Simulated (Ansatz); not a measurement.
Steps of a relaxation of CH$_{4}$AlSe, SMILES `[CH3][Al][SeH]` radical with UKS PBE-D4/def2-SVP.

```sh
$ ansatz run in.yaml --threads 4 --pin off --events-out ev --progress --plain --max-ram 10444MiB
```

```yaml
crystal:
  periodic: [false, false, false]
  atoms:
    - {symbol: C, position_ang: [-1.078100, 0.296700, -0.317700]}
    - {symbol: Al, position_ang: [0.182200, -1.137700, -0.081200]}
    - {symbol: Se, position_ang: [2.502900, -0.642600, -0.018900]}
    - {symbol: H, position_ang: [-1.637100, 0.175200, -1.259100]}
    - {symbol: H, position_ang: [-0.582800, 1.299000, -0.430300]}
    - {symbol: H, position_ang: [-1.813400, 0.392600, 0.539800]}
    - {symbol: H, position_ang: [2.487600, -0.451300, 1.521600]}
basis:
  gaussian: {orbitals: def2-SVP}
magnetization: {spin_polarized: true, initial_magnetization: 1}
hamiltonian: {xc: pbe, dispersion: d4}
relax: {f_tol: 0.03, max_steps: 200}
```

Positions (Å) and forces (eV/Å) along the path, 13 of 13 steps:

```xyz
7
step=1 energy=-73022.7442 eV
C    -1.078    0.297   -0.318   -0.551    1.379    0.423
Al    0.182   -1.138   -0.081    0.282   -0.619    0.205
Se    2.503   -0.643   -0.019    0.418    0.182    1.038
H    -1.637    0.175   -1.259   -0.398   -0.242   -0.163
H    -0.583    1.299   -0.430    0.027   -0.359    0.201
H    -1.813    0.393    0.540    0.333   -0.182   -0.595
H     2.488   -0.451    1.522   -0.111   -0.160   -1.110
7
step=2 energy=-73022.8441 eV
C    -1.084    0.321   -0.319   -0.309    0.612    0.016
Al    0.210   -1.116   -0.032    0.232   -0.310    0.118
Se    2.567   -0.648   -0.010    0.010    0.046    0.117
H    -1.660    0.151   -1.254   -0.036   -0.065   -0.015
H    -0.584    1.314   -0.413   -0.030   -0.162    0.040
H    -1.830    0.389    0.510    0.137   -0.082   -0.136
H     2.442   -0.479    1.472   -0.004   -0.039   -0.141
7
step=3 energy=-73022.8559 eV
C    -1.087    0.337   -0.323   -0.099    0.080   -0.074
Al    0.217   -1.122   -0.002    0.060   -0.020    0.050
Se    2.574   -0.640   -0.014   -0.026    0.016   -0.061
H    -1.659    0.144   -1.258    0.030    0.001    0.015
H    -0.588    1.324   -0.409    0.014   -0.029   -0.003
H    -1.833    0.382    0.499    0.008   -0.020    0.018
H     2.437   -0.494    1.460    0.013   -0.028    0.055
7
step=4 energy=-73022.8599 eV
C    -1.098    0.344   -0.327    0.009   -0.097   -0.066
Al    0.224   -1.104    0.029   -0.021    0.051    0.046
Se    2.582   -0.633   -0.019   -0.048    0.043   -0.050
H    -1.657    0.137   -1.267    0.030    0.018    0.013
H    -0.600    1.331   -0.412    0.010    0.027   -0.013
H    -1.848    0.381    0.490   -0.010    0.005    0.027
H     2.460   -0.524    1.460    0.030   -0.048    0.043
7
step=5 energy=-73022.8827 eV
C    -1.137    0.368   -0.346    0.225   -0.674   -0.030
Al    0.233   -1.038    0.177   -0.148    0.390   -0.053
Se    2.582   -0.551   -0.049   -0.223    0.004    0.557
H    -1.637    0.101   -1.306    0.066    0.090    0.098
H    -0.639    1.349   -0.432    0.005    0.159   -0.032
H    -1.912    0.387    0.447   -0.038    0.092   -0.008
H     2.571   -0.684    1.463    0.113   -0.063   -0.532
7
step=6 energy=-73022.9271 eV
C    -1.165    0.375   -0.359    0.220   -0.729   -0.059
Al    0.228   -0.963    0.279   -0.103    0.414   -0.075
Se    2.572   -0.485   -0.037   -0.242   -0.130    0.850
H    -1.625    0.066   -1.329    0.130    0.132    0.177
H    -0.681    1.363   -0.454   -0.026    0.162   -0.055
H    -1.971    0.404    0.403   -0.013    0.098   -0.013
H     2.704   -0.828    1.451    0.035    0.054   -0.824
7
step=7 energy=-73023.0298 eV
C    -1.169    0.375   -0.358    0.030   -0.401    0.017
Al    0.217   -0.842    0.438   -0.067    0.249   -0.043
Se    2.527   -0.453   -0.017   -0.107   -0.056    0.412
H    -1.535    0.024   -1.351    0.099    0.066    0.108
H    -0.753    1.397   -0.456    0.003    0.065   -0.038
H    -2.042    0.394    0.329    0.025    0.068   -0.055
H     2.817   -0.962    1.369    0.017    0.009   -0.401
7
step=8 energy=-73023.0919 eV
C    -1.179    0.376   -0.346   -0.049   -0.072   -0.019
Al    0.221   -0.696    0.574   -0.031    0.036    0.066
Se    2.507   -0.417    0.010   -0.041   -0.018    0.176
H    -1.435   -0.031   -1.350    0.063    0.017    0.053
H    -0.833    1.424   -0.470    0.007    0.006   -0.026
H    -2.111    0.383    0.258    0.056    0.010   -0.043
H     2.891   -1.108    1.278   -0.006    0.021   -0.207
7
step=9 energy=-73023.1137 eV
C    -1.191    0.380   -0.335    0.122    0.017   -0.010
Al    0.158   -0.626    0.718    0.068   -0.088    0.117
Se    2.420   -0.368    0.067   -0.016    0.130   -0.149
H    -1.320   -0.078   -1.338   -0.010   -0.001   -0.001
H    -0.840    1.425   -0.474   -0.033    0.005   -0.019
H    -2.175    0.398    0.172   -0.032    0.004   -0.008
H     3.008   -1.199    1.144   -0.100   -0.067    0.070
7
step=10 energy=-73023.1196 eV
C    -1.162    0.371   -0.317   -0.080   -0.025    0.059
Al    0.158   -0.629    0.785    0.054    0.107   -0.152
Se    2.382   -0.319    0.031   -0.031   -0.087    0.122
H    -1.256   -0.104   -1.318    0.021   -0.014    0.017
H    -0.816    1.416   -0.467    0.024   -0.014    0.013
H    -2.169    0.399    0.144   -0.017    0.006   -0.013
H     2.923   -1.204    1.097    0.029    0.028   -0.046
7
step=11 energy=-73023.1227 eV
C    -1.176    0.373   -0.313    0.026    0.008   -0.010
Al    0.174   -0.607    0.770   -0.109    0.013    0.003
Se    2.398   -0.330    0.039    0.055    0.006   -0.018
H    -1.254   -0.105   -1.314    0.001   -0.002    0.003
H    -0.830    1.418   -0.464   -0.008    0.004   -0.005
H    -2.190    0.400    0.135    0.039   -0.028    0.026
H     2.939   -1.217    1.101   -0.003   -0.001    0.000
7
step=12 energy=-73023.1227 eV
C    -1.176    0.373   -0.313    0.027    0.008   -0.009
Al    0.174   -0.607    0.770   -0.110    0.013    0.003
Se    2.399   -0.330    0.039    0.055    0.006   -0.018
H    -1.254   -0.105   -1.314    0.001   -0.003    0.002
H    -0.830    1.418   -0.464   -0.008    0.004   -0.005
H    -2.190    0.400    0.135    0.038   -0.028    0.026
H     2.939   -1.217    1.101   -0.003   -0.001    0.000
7
step=13 energy=-73023.1237 eV
C    -1.175    0.377   -0.319    0.003    0.001    0.008
Al    0.174   -0.599    0.764    0.001    0.006   -0.016
Se    2.410   -0.336    0.042   -0.013    0.002   -0.002
H    -1.264   -0.100   -1.320    0.007   -0.002    0.007
H    -0.844    1.427   -0.471   -0.004   -0.001   -0.003
H    -2.180    0.387    0.148    0.007   -0.003    0.001
H     2.940   -1.224    1.109   -0.002   -0.003    0.005
```

It took 15 s on 4 threads of an Arm Neoverse V1 on a shared host, with 0.16 GiB of host memory at the peak.
